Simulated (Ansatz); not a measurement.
A nudged elastic band was laid between two geometries of CH8Si2 + ClH (13 atoms, charge 0, multiplicity 1).

All numbers below come from Ansatz, RKS revPBE-D4/6-31G*.

```yaml
movable_images: 7
climbing_image: yes
spring: 5.0 eV/Å²
optimiser: quadratic models (default)
start_path: through a guess of the saddle point
force_threshold: 0.03 eV/Å
iteration_limit: 60
end_points: relaxed
```

Image 0:

```xyz
13
Properties=species:S:1:pos:R:3
Si -1.043 -0.380 -0.363
Si 0.673 -1.515 0.782
H -1.834 -1.414 -1.118
H -1.963 0.244 0.649
C -0.347 0.931 -1.550
H 1.092 1.281 1.881
Cl 0.778 2.544 1.930
H 1.480 -0.568 1.642
H 0.145 -2.580 1.699
H 1.649 -2.146 -0.170
H 0.194 1.713 -0.993
H -1.167 1.414 -2.110
H 0.345 0.476 -2.279
```

Image 8:

```xyz
13
Properties=species:S:1:pos:R:3
Si -1.547 0.871 -0.078
Si 1.530 -1.648 1.104
H -1.457 -0.498 0.522
H -2.958 1.123 -0.519
C -0.329 1.094 -1.496
H 1.464 -0.187 1.430
Cl -1.117 2.246 1.443
H 2.883 -2.184 1.465
H 0.474 -2.386 1.870
H 1.301 -1.838 -0.367
H -0.408 2.108 -1.923
H -0.543 0.362 -2.297
H 0.707 0.938 -1.153
```

(1) What changes between the two ends?

(2) Give the energies along the band, and the barrier.

(3) What is the geometry of the highest image?

(4) What are the harmonic wavenumbers there?

Answers

(1) Bonds broken: Si1–Si2, H6–Cl7. Bonds formed: Si1–Cl7, Si2–H6. CH8Si2 + ClH becomes CH5ClSi + H4Si.

(2) It converged. The highest image is number 3 of 0 to 8, 135.9 kJ/mol above the first end and 224.7 kJ/mol above the last; the last end lies 88.8 kJ/mol below the first. A vibrational analysis at the climbing image gives one clearly imaginary mode, 670i cm⁻¹: a first-order saddle point. The orbitals stay closed-shell, which can raise the energy where a bond breaks towards radicals; this wasn't checked here.

```tsv
image	path coordinate (Å)	energy (kJ/mol)	Si1–Si2 (Å)	H6–Cl7 (Å)	Si1–Cl7 (Å)
0	0.00	0.0	2.35	1.30	4.14
1	1.12	4.9	2.36	1.30	3.89
2	2.23	28.8	2.39	1.33	3.33
3	3.35	135.9	2.61	1.82	2.67
4	4.30	45.4	3.08	2.20	2.23
5	5.25	-44.8	3.54	2.40	2.11
6	6.20	-83.7	3.97	2.85	2.09
7	7.15	-88.1	4.18	3.30	2.09
8	8.10	-88.8	4.15	3.55	2.09
```

(3) 
```xyz
13
Properties=species:S:1:pos:R:3:forces:R:3
Si -0.838 0.206 -0.020 -0.01 0.01 -0.01
Si 0.850 -1.474 1.037 -0.01 -0.01 -0.01
H -1.219 -1.190 -0.496 0.01 -0.01 0.01
H -1.952 0.597 0.885 0.00 0.00 0.00
C -0.355 1.160 -1.567 0.01 -0.01 0.01
H 0.531 0.224 1.056 0.00 0.01 0.00
Cl 0.568 2.019 1.348 0.00 0.00 0.00
H 2.001 -1.246 1.968 0.00 0.01 0.00
H -0.187 -2.341 1.674 0.00 0.00 0.00
H 1.331 -2.012 -0.272 0.00 0.00 0.00
H -0.594 2.227 -1.439 0.00 0.00 0.00
H -0.871 0.744 -2.449 0.00 0.00 0.00
H 0.734 1.085 -1.723 0.00 0.00 0.00
```

(4) 670i, 81, 123, 164, 185, 206, 263, 385, 401, 499, 557, 626, 696, 761, 789, 817, 873, 897, 917, 946, 973, 1277, 1383, 1434, 1440, 2048, 2196, 2224, 2237, 2251, 2997, 3083, 3110 cm⁻¹.

Run time: 3.2 min on 2 threads of Intel(R) Xeon(R) Platinum 8488C (Sapphire Rapids), on a shared host, peak memory 0.16 GiB.
